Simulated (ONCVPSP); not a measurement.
# Scattering properties, ONCV potential for F (Z = 9)

fluorine (F), optimised norm-conserving Vanderbilt (ONCV), made with ONCVPSP 4.0.1 (LDA (Perdew-Zunger), scalar-relativistic). Core [He], reference 2s2 2p3 (charge +2). Waves: 2s: rc 0.60 bohr, ncon 5, nbas 9, qcut 9.4 1/bohr, 2 projectors, debl 3.3 Ha; 2p: rc 1.50 bohr, ncon 3, nbas 8, qcut 9.6 1/bohr, 2 projectors, debl 3.9 Ha. Local part: polynomial inside 0.40 bohr (lpopt 5, dvloc0 0 Ha). Core correction: Teter function, fcfact 2, rcfact 1.6.

The phase is arctan(r·R′/R) of the radial function R(r), unwrapped; energies in Ha, scanned from -4 to 5 Ha. A pole is an energy at which the radial function vanishes at the test radius. The pseudo phase is shifted by a multiple of π to meet the all-electron one at the reference energy, and phase errors are pseudo minus all-electron; the curves can meet again beyond the range given. Levels narrower than the energy grid can be missing from the lists of poles.

```json
{"channel": "s", "radius (bohr)": "0.61", "reference energy (Ha)": "-2.48", "poles, all-electron": "none", "poles, pseudo": "none", "unbroken range about the reference energy with phases within 0.05 rad": "the whole range", "phase error 1 Ha above the reference energy (rad)": "-0.000"}
{"channel": "p", "radius (bohr)": "1.52", "reference energy (Ha)": "-1.80", "poles, all-electron": "-1.36", "poles, pseudo": "-1.36", "unbroken range about the reference energy with phases within 0.05 rad": "the whole range", "phase error 1 Ha above the reference energy (rad)": "-0.003"}
```

Phases in the p channel:

```json
{"E (Ha)": "-3.98", "all-electron": "1.149", "pseudo": "1.147"}
{"E (Ha)": "-3.74", "all-electron": "1.112", "pseudo": "1.109"}
{"E (Ha)": "-3.50", "all-electron": "1.063", "pseudo": "1.060"}
{"E (Ha)": "-3.26", "all-electron": "0.996", "pseudo": "0.993"}
{"E (Ha)": "-3.02", "all-electron": "0.897", "pseudo": "0.893"}
{"E (Ha)": "-2.78", "all-electron": "0.735", "pseudo": "0.730"}
{"E (Ha)": "-2.54", "all-electron": "0.438", "pseudo": "0.432"}
{"E (Ha)": "-2.30", "all-electron": "-0.119", "pseudo": "-0.124"}
{"E (Ha)": "-2.06", "all-electron": "-0.791", "pseudo": "-0.793"}
{"E (Ha)": "-1.82", "all-electron": "-1.214", "pseudo": "-1.214"}
{"E (Ha)": "-1.58", "all-electron": "-1.441", "pseudo": "-1.442"}
{"E (Ha)": "-1.34", "all-electron": "-1.581", "pseudo": "-1.582"}
{"E (Ha)": "-1.10", "all-electron": "-1.683", "pseudo": "-1.685"}
{"E (Ha)": "-0.86", "all-electron": "-1.768", "pseudo": "-1.771"}
{"E (Ha)": "-0.62", "all-electron": "-1.849", "pseudo": "-1.853"}
{"E (Ha)": "-0.38", "all-electron": "-1.934", "pseudo": "-1.939"}
{"E (Ha)": "-0.14", "all-electron": "-2.033", "pseudo": "-2.039"}
{"E (Ha)": "0.10", "all-electron": "-2.157", "pseudo": "-2.164"}
{"E (Ha)": "0.34", "all-electron": "-2.324", "pseudo": "-2.334"}
{"E (Ha)": "0.58", "all-electron": "-2.558", "pseudo": "-2.570"}
{"E (Ha)": "0.82", "all-electron": "-2.881", "pseudo": "-2.893"}
{"E (Ha)": "1.06", "all-electron": "-3.264", "pseudo": "-3.275"}
{"E (Ha)": "1.30", "all-electron": "-3.623", "pseudo": "-3.628"}
{"E (Ha)": "1.54", "all-electron": "-3.894", "pseudo": "-3.896"}
{"E (Ha)": "1.78", "all-electron": "-4.084", "pseudo": "-4.084"}
{"E (Ha)": "2.02", "all-electron": "-4.216", "pseudo": "-4.216"}
{"E (Ha)": "2.26", "all-electron": "-4.312", "pseudo": "-4.312"}
{"E (Ha)": "2.50", "all-electron": "-4.384", "pseudo": "-4.384"}
{"E (Ha)": "2.74", "all-electron": "-4.440", "pseudo": "-4.441"}
{"E (Ha)": "2.98", "all-electron": "-4.485", "pseudo": "-4.487"}
{"E (Ha)": "3.22", "all-electron": "-4.522", "pseudo": "-4.525"}
{"E (Ha)": "3.46", "all-electron": "-4.554", "pseudo": "-4.558"}
{"E (Ha)": "3.70", "all-electron": "-4.581", "pseudo": "-4.586"}
{"E (Ha)": "3.94", "all-electron": "-4.604", "pseudo": "-4.612"}
{"E (Ha)": "4.18", "all-electron": "-4.626", "pseudo": "-4.635"}
{"E (Ha)": "4.42", "all-electron": "-4.645", "pseudo": "-4.657"}
{"E (Ha)": "4.66", "all-electron": "-4.663", "pseudo": "-4.678"}
{"E (Ha)": "4.90", "all-electron": "-4.680", "pseudo": "-4.699"}
```
